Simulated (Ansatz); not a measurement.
Stepwise reaction of `[F][Ge]([F])([F])[O][SiH3]` with hydrogen, as a gas-phase model of exchange steps in deposition or etching. ΔE in kJ/mol.

Computed with Ansatz on PBE0-D4/def2-TZVP structures; ΔE is electronic, products minus reactants. CBS: MP2 limit from def2 TZ/QZ plus the TZ coupled-cluster correction, frozen cores. This one scheme is used for every species. Functionals use def2-TZVPP. B3LYP here is the variant with VWN-RPA as its local correlation; programs differ in this. For Ge outer-core shells are correlated without core-valence functions, which leaves a few kJ/mol of doubt a bond. Scalar relativity is left out up to krypton. Each species was taken in one conformer, which may not be the lowest.

```json
{"step": "1", "reaction": "`[F][Ge]([F])([F])[O][SiH3]` + H₂ → `[F][GeH]([F])[O][SiH3]` + H–F", "PBE-D4": "28.0", "B3LYP-D4": "31.8", "ωB97M-V": "32.7", "CCSD(T)/CBS": "28.2"}
{"step": "2", "reaction": "`[F][GeH]([F])[O][SiH3]` + H₂ → `[F][GeH2][O][SiH3]` + H–F", "PBE-D4": "53.6", "B3LYP-D4": "57.7", "ωB97M-V": "57.9", "CCSD(T)/CBS": "52.7"}
{"step": "3", "reaction": "`[F][GeH2][O][SiH3]` + H₂ → `[SiH3][O][GeH3]` + H–F", "PBE-D4": "53.6", "B3LYP-D4": "58.2", "ωB97M-V": "57.5", "CCSD(T)/CBS": "51.8"}
```

**Question.** By hand: ΔE of the 3 steps together at CCSD(T)/CBS.

**Answer.** (28.2) + (52.7) + (51.8) = 132.7 kJ/mol, or 44.2 kJ/mol a step.

In ΔE step 1 is the lowest and step 2 the highest. All are uphill at CCSD(T)/CBS. PBE-D4 differs from CCSD(T)/CBS by -0.2 to 1.8 kJ/mol a step. Only this route is followed, and other bonds may react first. Isolated molecules leave out the surface, adducts and barriers. Largest T1 diagnostic: 0.012.
